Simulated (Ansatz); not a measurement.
Ansatz (an electronic-structure program) input:
A basis named .json is the Basis Set Exchange file of that set.

Ansatz 0.2 input:
```yaml
crystal:
  periodic: [false, false, false]
  atoms:
    - {symbol: S, position_ang: [0.00279099, -0.00357806, -0.38524496]}
    - {symbol: S, position_ang: [-0.01083780, 0.01389409, 1.49596065]}
    - {symbol: O, position_ang: [1.19567230, 0.33772522, -1.10534421]}
    - {symbol: O, position_ang: [-1.17957868, -0.35835730, -1.11608717]}
basis:
  gaussian:
    orbitals: cc-pV_Q+d_Z.json
hamiltonian:
  xc: hf
```

Question: Which total energy does the run end on?

Answer: -944.83483 Eh (HF/cc-pV(Q+d)Z). The basis has 238 functions.
